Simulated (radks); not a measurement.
The numbers below are computed, except where a source is named.
Question: These are the eigenvalues of the occupied orbitals of an atom or ion with whole-number occupations (hartree). Level of theory: scalar-relativistic Kohn-Sham, PBE, spin-polarised, spherical densities, point nucleus (a radial shooting solver on a logarithmic mesh with Libxc functionals).

| orbital | eigenvalue |
|---|---|
| 1s up | -490.3285 |
| 1s down | -490.3203 |
| 2s up | -64.57535 |
| 2s down | -64.57105 |
| 2p up | -57.06141 |
| 2p down | -57.05375 |
| 3s up | -9.63118 |
| 3s down | -9.62040 |
| 3p up | -7.25824 |
| 3p down | -7.24598 |
| 3d up | -3.33450 |
| 3d down | -3.31849 |
| 4s up | -1.58241 |
| 4s down | -1.46356 |
| 4p up | -1.08175 |

Which element is it, and in what charge state? The configuration may be excited. Open shells, if any, are filled with parallel spins first.

Answer: Z = 35, bromine, charge +2: Br2+ in [Ar] 3d10 4s2 4p3. The list shows which subshells hold electrons but not how many an open one holds; the 1s level, -490.33 hartree, gives Z - s = 31.3 by -(Z - s)^2/2, which with screening and relativity narrows Z to a few neighbours, and the depths of the outer levels then fix element, charge and occupations together.
